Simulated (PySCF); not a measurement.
How methods differ on the electron affinity of Ba

Ba⁻ [Xe] 5d1 6s2 (2D) → Ba [Xe] 6s2 (1S), as a difference of total energies. Computed with PySCF 2.14 in aug-cc-pwCVTZ-X2C, with scalar relativity by spin-free X2C-1e. Correlated levels: valence and next inner shell: [Kr] 4d10 frozen. The calculations carry no spin-orbit coupling.

```
                                method  electron affinity (eV)
                                   UHF                  -0.853
    MP2 (valence and next inner shell)                  -0.703
SCS-MP2 (valence and next inner shell)                  -0.757
   CCSD (valence and next inner shell)                  -0.475
CCSD(T) (valence and next inner shell)                  -0.396
```

A first-order spin-orbit estimate (lowest level to lowest level, LS coupling) adds 0.044 eV.

The configuration of this anion was assumed by filling the next shell in order. It is not the known or likely ground configuration (Ca⁻, Sr⁻ and Ba⁻, for instance, bind a p electron), so these values are not the electron affinity of the element.

A negative affinity means that the anion lies above the atom at that level of theory.

The coupled-cluster amplitudes are large for Ba⁻ (T1 above 0.03 or a double amplitude above 0.15), so a single reference is strained.
